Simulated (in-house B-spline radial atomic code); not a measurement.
A fraction x of an electron is removed from 2p in the neon ion Ne⁵⁺, starting from [He] 2s2 2p1 and keeping the highest spin. Computed with a radial B-spline atomic code at the basis-set limit: scalar-relativistic (X2C) RPBE, spin-polarised, spherical fractional occupations, Fermi nucleus of rms radius 3.0055 fm.

```tsv
x	E(x) - E(0) (eV)	2p up level (eV)
0	0.0000	-142.254
0.04	5.7151	-143.500
0.14	20.2211	-146.623
0.36	53.2375	-153.534
0.41	60.9536	-155.111
0.5	75.0415	-157.955
0.53	79.7944	-158.904
0.66	100.7197	-163.025
0.85	132.2679	-169.065
0.92	144.1806	-171.296
1	157.9863	-
```

The exact functional would give a straight line between the two integer points. Deviations E(x) - E(0) - x[E(1) - E(0)], in eV: -0.604 at x = 0.04, -1.897 at x = 0.14, -3.638 at x = 0.36, -3.821 at x = 0.41, -3.952 at x = 0.5, -3.938 at x = 0.53, -3.551 at x = 0.66, -2.02 at x = 0.85, -1.167 at x = 0.92.

The curve lies below the straight line by up to 3.952 eV (at x = 0.5): convex, the delocalisation error that favours fractional charges.

(1) How well does Slater's transition state (minus the level at half occupation) give the ionisation energy?

Results:

(1) It gives 157.955 eV against 157.986 eV from the two total energies; NIST lists 157.93 eV, ground level to ground level.
